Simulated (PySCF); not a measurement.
# C₆ coefficients of unlike pairs at UHF

Calculated with PySCF 2.14 from the dipole response of each species, C₆(A,B) = (3/π) ∫ α_A(iu) α_B(iu) du, in atomic units, from isotropic polarisabilities. For ions this is the dispersion term alone; charge-induced terms of lower order in 1/R come first.

```csv
species,configuration,basis,relativity,α (bohr³),C₆ (like pair)
Li,[He] 2s1 (2S),aug-cc-pCVQZ-DK (9s8p6d4f2g),spin-free X2C,169.9,1476
Hf²⁺,[Xe] 4f14 5d2 (3F),def2-QZVPPD with the def2 core potential (60 electrons) (7s6p4d3f2g),core potential,13.97,70.06
Br,[Ar] 3d10 4s2 4p5 (2P),"x2c-QZVPPall with one added diffuse shell each of s, p, d, f type (12s9p6d5f1g)",spin-free X2C,20.27,162.2
In⁺,[Kr] 4d10 5s2 (1S),def2-QZVPPD with the def2 core potential (28 electrons) (8s6p5d4f1g),core potential,29.64,210.9
```

(1) Estimate C₆ for Hf²⁺ with Li.

No spin-orbit coupling is included.

The other pairs:

| pair | C₆ |
| --- | --- |
| In⁺, Hf²⁺ | 118.8 |
| Br, Hf²⁺ | 105.9 |
| In⁺, Br | 181.3 |
| Br, Li | 314.7 |
| In⁺, Li | 422.3 |

Results:

(1) The integral gives 209.0. The combination rule 2 C_A C_B / (C_A α_B/α_A + C_B α_A/α_B) gives 212.5 and the geometric mean 321.6.
